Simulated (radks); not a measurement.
The numbers below are computed, except where a source is named.
Spin polarisation of the 4f13 shell in Tm. Start: [Xe] 4f(up 6.5, down 6.5) 6s2; electrons of 4f are moved from spin down to spin up, other shells keep equal spins. Level of theory: non-relativistic Kohn-Sham, TPSS, spin-polarised, spherical densities, point nucleus; meta-GGA in the generalised Kohn-Sham scheme (a radial shooting solver on a logarithmic mesh with Libxc functionals).

moment (Bohr magnetons)  E - E(0) (eV)  e(4f up) (eV)  e(4f down) (eV)  6s down minus up (eV)
0                                0.000         -7.381           -7.381                 0.000
0.25                            -0.013         -7.485           -7.275                  0.005
0.5                             -0.053         -7.589           -7.167                  0.009
0.75                            -0.119         -7.690           -7.058                  0.014
1                               -0.211         -7.790           -6.947                  0.018

At moment 1 the spin-polarisation energy is -0.211 eV and the 4f exchange splitting 0.844 eV, that is 0.844 eV per Bohr magneton; E = -I m^2/4 would give I = 0.844 eV.
